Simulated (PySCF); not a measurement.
Spectrum to structure. The calculation used TDDFT PBE0/def2-SVPD, vertical, gas phase, core orbitals frozen in the response in PySCF. Geometries: GFN2-xTB, one conformer each.

```csv
state,E (eV),f,"main configurations (H = HOMO, L = LUMO)"
S1,5.25,0.018,"H→L (87%), H→L+1 (12%)"
S2,5.60,0.063,"H→L+1 (87%), H→L (11%)"
S3,6.25,0.036,H→L+2 (96%)
S4,6.75,0.0097,H-1→L (82%)
S5,6.77,0.0062,"H→L+3 (42%), H→L+4 (40%), H→L+5 (10%)"
S6,6.84,0.160,"H→L+3 (48%), H→L+4 (30%)"
S7,7.05,0.050,"H-1→L+1 (57%), H→L+4 (13%), H-2→L+1 (10%)"
S8,7.17,0.039,"H→L+5 (61%), H-1→L+1 (18%)"
```

Problem. Which structure fits? All have the formula CH11NSi3.
A. `N[Si@@H]([SiH3])C[SiH3]`
B. `C[Si](N)([SiH3])[SiH3]`
C. `N[SiH2]C[SiH2][SiH3]`

Solution. B. Its S1, at 5.25 eV, is the lowest among the candidates; the nearest of the others has S1 at 5.85 eV. S1 is HOMO→LUMO (87%), HOMO→LUMO+1 (12%). Löwdin shares by element: HOMO silicon 41%, nitrogen 39% (atoms not listed hold the other 20%); LUMO silicon 66%, hydrogen 9% or more (atoms not listed hold the other 25%). At the same level the other candidates give, for their lowest levels:
- `N[SiH2]C[SiH2][SiH3]`: 6.23 eV (f 0.014); 6.43 eV (f 0.005); 6.92 eV (f 0.002); 7.13 eV (f 0.020); 7.26 eV (f 0.001); T1 5.90 eV; HOMO -7.40, LUMO -0.04 eV
- `N[Si@@H]([SiH3])C[SiH3]`: 5.85 eV (f 0.003); 6.17 eV (f 0.008); 6.71 eV (f 0.012); 7.05 eV (f 0.085); 7.27 eV (f 0.035); T1 5.47 eV; HOMO -7.33, LUMO -0.15 eV

The values belong to the conformer `[CH3:1][Si:2]([NH2:3])([SiH3:4])[SiH3:5]`: H–N3–Si2–C1 177°, H–N3–Si2–C1 -44°.
Triplets come from the Tamm–Dancoff approximation.
